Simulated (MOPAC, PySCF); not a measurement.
C$_{5}$H$_{6}$, SMILES `C#CCC=C` (C–C–C–C torsion 125°), neutral singlet in the gas phase. 

Cartesian coordinates (Å):
```xyz
11

C      2.5930    -0.3630    -0.4736
C      1.4841     0.0945    -0.4816
C      0.1295     0.6388    -0.4636
C     -0.7044     0.0837     0.6631
C     -1.8746    -0.5147     0.4996
H      3.5755    -0.7663    -0.4748
H      0.1939     1.7287    -0.3656
H     -0.3605     0.4393    -1.4203
H     -0.2863     0.2015     1.6576
H     -2.3089    -0.6555    -0.4838
H     -2.4411    -0.8871     1.3431
```
Charge 0, spin multiplicity 1.

All levels are single points at this geometry (B3LYP-D3(BJ)/def2-TZVP); Pople sets use spherical d functions. Orbital energies aren't observables, and empty levels follow the basis.

PM6 in MOPAC gives dipole (D) = 0.74.

Task: Estimate the dipole (D) from each of these levels: B3LYP-D3(BJ)/def2-TZVP in PySCF; PBE-D3(BJ)/def2-TZVP in PySCF; B3LYP/3-21G in PySCF; B3LYP/6-311+G** in PySCF; BP86/6-31G* in PySCF; M06-2X/6-31G* in PySCF; SVWN5/6-31G* in PySCF; HF/3-21G in PySCF; HF/6-31G* in PySCF; HF/STO-3G in PySCF; AM1 in MOPAC; PM7 in MOPAC.

Result: 
| level | dipole (D) |
|---|---|
| B3LYP-D3(BJ)/def2-TZVP in PySCF | 0.59 |
| PBE-D3(BJ)/def2-TZVP in PySCF | 0.61 |
| B3LYP/3-21G in PySCF | 0.54 |
| B3LYP/6-311+G** in PySCF | 0.60 |
| BP86/6-31G* in PySCF | 0.53 |
| M06-2X/6-31G* in PySCF | 0.49 |
| SVWN5/6-31G* in PySCF | 0.54 |
| HF/3-21G in PySCF | 0.54 |
| HF/6-31G* in PySCF | 0.47 |
| HF/STO-3G in PySCF | 0.40 |
| AM1 in MOPAC | 0.30 |
| PM7 in MOPAC | 0.66 |
